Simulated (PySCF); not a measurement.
# Computed properties of CH5S, SMILES C[SH2+], charge +1

CH5S, SMILES [SH2+]C, charge +1. Geometry: B3LYP-D3(BJ)/def2-TZVP. The isomer is the one that the SMILES or the coordinates give; other isomers of the formula were not compared. The values are those of a single conformer. All values are computed for the isolated molecule unless a solvent is named; none is compared with measurement here.

**Structure.** The optimised structure has Cs symmetry. All 15 harmonic modes at B3LYP-D3(BJ)/def2-TZVP (PySCF) are real, so it is a minimum.

**Vibrations.** The strongest infrared lines (harmonic, unscaled, degenerate partners summed) lie at 2624 cm⁻¹ (43 km/mol, H 97 %), 2614 cm⁻¹ (39 km/mol, H 97 %), 1458 cm⁻¹ (17 km/mol, H 96 %). The softest mode is at 239 cm⁻¹ and the zero-point energy is 35.4 kcal/mol.

**Electronic structure.** HF/def2-TZVPD (PySCF) places the frontier levels at -19.47 and -3.14 eV, a gap of 16.33 eV and a mean polarisability of 29.0 bohr³. PBE/def2-TZVPD (PySCF) at the same geometry gives -14.94 and -7.40 eV, so its gap is 8.79 eV narrower. An orbital gap is neither the optical nor the fundamental gap.

**Excitations.** TDDFT-PBE0/def2-TZVPD (PySCF) has S1 at 8.43 eV (147 nm, f = 0.043, weak); the most intense of the 10 singlets computed lies at 11.37 eV (f = 0.11). T1 (TDA) is at 7.10 eV. TDDFT-PBE/def2-TZVPD (PySCF) puts S1 at 8.02 eV. No vertical singlet excitation falls in the visible range (under 3.1 eV).

**NMR.** GIAO shifts at PBE0/pcSseg-2 (PySCF) (non-relativistic, atoms alike by connectivity averaged): ¹³C at 17.5 ppm against TMS; ¹H from 3.2 to 5.8 ppm against TMS.

**Solvation.** SMD-PBE0/def2-SVP (PySCF) gives -63.2 kcal/mol in water, -51.5 kcal/mol in diethylether, -55.4 kcal/mol in chlorobenzene (1 M in both phases, gas-phase geometry); of these solvents water holds the molecule best.
